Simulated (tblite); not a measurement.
C4H4F4O2.
Structure used (GFN2-xTB), in Å, numbered top down from 1:
```xyz
14
C4H4F4O2 angstrom
F     -0.4201   -1.5400   -1.3669
C     -0.2940   -1.3054   -0.0285
C     -1.1565   -0.1097    0.3709
C     -0.5002    1.1818   -0.1452
F     -1.2673    1.7488   -1.1007
O      0.7447    0.9276   -0.7681
C      1.5557    0.1143   -0.0722
F      1.9574    0.7338    1.0831
F      2.6725   -0.0547   -0.7785
O      1.0503   -1.0996    0.2836
H     -0.5791   -2.2316    0.4847
H     -1.2541   -0.0896    1.4551
H     -2.1405   -0.2112   -0.0883
H     -0.3695    1.9352    0.6488
```

All values are computed: GFN2-xTB (tblite) harmonic vibrations without scaling, gas phase. Errors from tens to a few hundred cm⁻¹ against measured bands are possible. One conformer, not necessarily the lowest. The optimisation stopped once no atom felt more than 0.01 eV/Å.

Lowest wavenumbers of the output (negative numbers stand for imaginary wavenumbers):
```
mode    cm-1
  1     -34.9
  2      83.5
  3     132.6
  4     289.7
  5     304.6
  6     348.2
  7     392.6
  8     428.9
  9     467.7
 10     496.4
 11     565.7
 12     585.6
 13     617.5
 14     802.2
 15     844.4
```

Q: Is this structure a minimum?

A: Not by this Hessian. 1 mode is imaginary beyond 20i (35i cm⁻¹), so at this level the point lies at or near a first-order saddle. The curvature is small, so loose convergence or finite differences may be the whole cause.

Q: Which atoms move in the imaginary mode?

A: 35i: F5 (alkyl fluorine) 25 %, F1 (alkyl fluorine) 20 %, C3 (ring CH2 carbon) 14 %, O10 (cyclic ether oxygen) 11 %. These are shares of the mass-weighted motion.

Q: What is the remedy?

A: Step along that mode in both directions, optimise again with tighter thresholds and repeat the frequencies. The zero-point energy of this point (53.9 kcal/mol) counts the 35 real modes alone, and thermal corrections from it aren't those of a minimum.
